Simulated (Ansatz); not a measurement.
Bond stretch in AlO (cation, charge +1), lowest triplet found (which spin is the ground state isn't settled by this scan).

UMP2 = MP2 on UHF/cc-pVDZ, frozen core (Ansatz, an electronic-structure program); UKS-PBE0 = unrestricted PBE0/cc-pVDZ run with Ansatz; UKS-CAM-B3LYP = unrestricted CAM-B3LYP/cc-pVDZ (Ansatz); UKS-PBE = unrestricted PBE/cc-pVDZ (Ansatz); FCI = full CI/cc-pVDZ, frozen core (Ansatz).

All curves are set to zero at 1.81 Å and compared with full CI in the same basis at 1.81, 1.87, 1.96, 2.01, 2.10, 2.23 Å.

Q: Order the methods by the spread of their error (largest minus smallest) over these points.

A: UKS-PBE0 has the smallest spread and UMP2 the largest. In order (kJ/mol): UKS-PBE0 15.15, UKS-CAM-B3LYP 16.42, UKS-PBE 17.44, UMP2 37.38.

Errors against full CI at some of the points (kJ/mol):

```json
[
 {"method": "UKS-PBE0", "2.23 Å": "15.1"},
 {"method": "UKS-CAM-B3LYP", "2.23 Å": "16.4"},
 {"method": "UKS-PBE", "2.23 Å": "17.2"},
 {"method": "UMP2", "2.23 Å": "32.9"}
]
```

The scan ran from 1.35 to 6.40 Å; beyond the distances shown full CI changes its symmetry label. The unrestricted determinant behind UMP2 is spin-contaminated at 1.96 to 2.10 Å (<S²> up to 2.1, against 2.00 for a pure triplet).
